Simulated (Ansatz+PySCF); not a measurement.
## singlet NaI: levels of theory in one basis

```xyz
2

Na    0.0000    0.0000   -2.0735
I     0.0000    0.0000    0.4304
```

Basis set: def2-SVP (spherical functions, with the set's core potentials past Kr). Left uncorrelated: 5 orbitals. Charge 0, multiplicity 1.

Computed with Ansatz (development build ahead of 0.2.0); each method stands on the lowest determinant of its kind that the runs found.

```csv
method,E − E(RHF) (eV),<S²> of the determinant
RHF,0.00,0.00
RHF-MP2,-3.37,–
RHF-CCSD,-3.57,–
```

(1) What does RHF-CCSD(T) give on the same scale?

(2) Is a single determinant a sound starting point here?

Answers

(1) -3.63 eV.

(2) By this sign, yes. Unrestricted orbitals gain 0.00 eV and <S²> is 0.00 against 0.00 for a pure state.
